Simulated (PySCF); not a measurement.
The vertical singlet excitations below were computed for one of the candidates. Method used: TDDFT wB97X-D/def2-SVPD, vertical, gas phase, core orbitals frozen in the response in PySCF. Geometries: GFN2-xTB, one conformer each.

```tsv
state	ν̃ (cm⁻¹)	f	main configurations (H = HOMO, L = LUMO)
S1	40320	0.0001	H→L (96%)
S2	47370	0.0004	H-2→L (93%)
S3	48940	0.132	H-1→L (76%), H→L+3 (15%)
S4	56910	0.0014	H-1→L+3 (73%), H-1→L+2 (17%)
S5	59380	0.110	H-3→L (91%)
S6	62290	0.0086	H→L+1 (82%)
S7	64170	0.017	H-1→L+1 (86%)
S8	66020	0.0003	H-4→L (90%)
```

Triplets computed (Tamm–Dancoff): 4.64, 4.66, 5.49 eV.

Orbital energies (eV): HOMO-3 -10.88, HOMO-2 -10.76, HOMO-1 -10.06, HOMO -9.77, LUMO 0.74, LUMO+1 2.15, LUMO+2 2.46.

Question: Which structure fits? All have the formula C5H6O2.
A. `C[C@H](O)C1=CC1=O`
B. `CO[C@H]1C=CC1=O`
C. `CC#CC(=O)OC`
D. `O=C1CC(=O)CC1`

Answer: C. Its S1, at 5.00 eV, is the highest among the candidates; the nearest of the others has S1 at 4.54 eV. S1 is HOMO→LUMO (96%). Löwdin shares by element: HOMO carbon 62% or more, oxygen 27% or more; LUMO carbon 58% or more, oxygen 21% or more (atoms not listed hold the other 21%). At the same level the other candidates give, for their lowest levels:
- `CO[C@H]1C=CC1=O`: 3.72 eV (f 0.001); 5.87 eV (f 0.004); 6.23 eV (f 0.023); 6.48 eV (f 0.131); 6.92 eV (f 0.037); T1 3.35 eV; HOMO -8.83, LUMO 0.16 eV
- `O=C1CCC(=O)C1`: 4.10 eV (f 0.000); 4.41 eV (f 0.000); 6.29 eV (f 0.001); 6.54 eV (f 0.001); 7.20 eV (f 0.007); T1 3.67 eV; HOMO -9.25, LUMO 0.36 eV
- `C[C@H](O)c1cc1=O`: 4.54 eV (f 0.000); 5.65 eV (f 0.000); 6.67 eV (f 0.002); 6.77 eV (f 0.121); 7.30 eV (f 0.012); T1 4.16 eV; HOMO -8.82, LUMO 0.84 eV

Shape of the structure used: `[CH3:1][C:2]#[C:3][C:4](=[O:5])[O:6][CH3:7]`: C3–C4–O6–C7 180°.
